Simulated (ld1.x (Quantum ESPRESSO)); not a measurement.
## What one change does to a pseudopotential (Ag (Z = 47), ultrasoft)

- Element: silver
- Generator: ld1.x (Quantum ESPRESSO) 7.5
- Type: ultrasoft
- Functional: PBEsol
- Relativity: scalar-relativistic
- Frozen core: [Kr]
- Valence charge: 11
- Reference configuration: 4d10 5s0 5p1
- Partial waves: 5s (bound, empty): rcut 1.85, rcutus 2.30 bohr; 5s channel at -0.1 Ry: rcut 1.85, rcutus 2.30 bohr; 5p (bound): rcut 3.25, rcutus 4.10 bohr; 5p channel at 0.95 Ry: rcut 3.25, rcutus 4.10 bohr; 4d (bound): rcut 0.95, rcutus 1.25 bohr; 4d channel at 4 Ry: rcut 0.95, rcutus 1.25 bohr
- Local potential: all-electron potential smoothed inside 1.75 bohr (lloc = -1)
- Core correction: none
- Augmentation charge: PSQ, inside the norm-conserving radii

Change: all radii scaled by about 0.77 (s 1.76, p 3.14, d 0.96 bohr, rcut 1.42/2.48/0.72); local potential all-electron potential smoothed inside 1.34 bohr (lloc = -1).

Cutoffs: the cutoffs (Ry, on a coarse ladder) from which the occupation-weighted sum of valence levels, in a spherical-Bessel basis at the reference potential, stays within 10 and 1 mRy of its value at 400 Ry; they do not see the model core or the augmentation charge, which bear on the density cutoff. Errors are all-electron minus pseudo energies relative to the spin-unpolarised reference configuration.

Question: What does the change do?

Answer: The bound ghosts move from s to p; the number of tests that count goes from 7 to 4; of the 4 tests that both files solve, the error grows in 3 and shrinks in 1 by more than 15 % and 0.3 meV (median size 49.8 → 80.1 meV).

```tsv
quantity	base	changed
cutoffs, loose and tight	70 Ry, 120 Ry	not determined
bound ghosts	s	p (s not tested, overlap not positive)
tests counted (converged, no solver errors)	7 of 7	4 of 7
error for 4d10 5s0 5p0, meV [ΔE 3.82 eV]	-1.6	+1.3
error for 4d9 5s0 5p0, meV [ΔE 25.93 eV]	+9.1	-11
error for 4d7 5s0 5p0, meV [ΔE 113.81 eV]	-409	-528
error for 4d8 5s0 5p0, meV [ΔE 62.11 eV]	-90	-149
lowest overlap eigenvalue by channel	s 0.39, p 0.09, d 0.97	s -0.06, p 0.27, d 0.90
```

Changed file: the overlap operator is not positive definite in a basis up to 400 Ry (lowest eigenvalue s -0.06), so the file is unfit for use: the generalised eigenproblem breaks down once the basis is large enough, and its test numbers describe a broken file. Tests not counted: 4d10 5s1 5p0 (solver errors, printed error -3.3 eV); 4d10 5s0.5 5p0 (solver errors, printed error -871 meV); 4d9 5s1 5p0 (solver errors, printed error -3.9 eV). A true bound ghost makes a file unfit for plane-wave use even where its test errors are small: the radial tests pick states by their node count and pass the ghost by. Where a test does run into it, the solver fails or the error is huge.
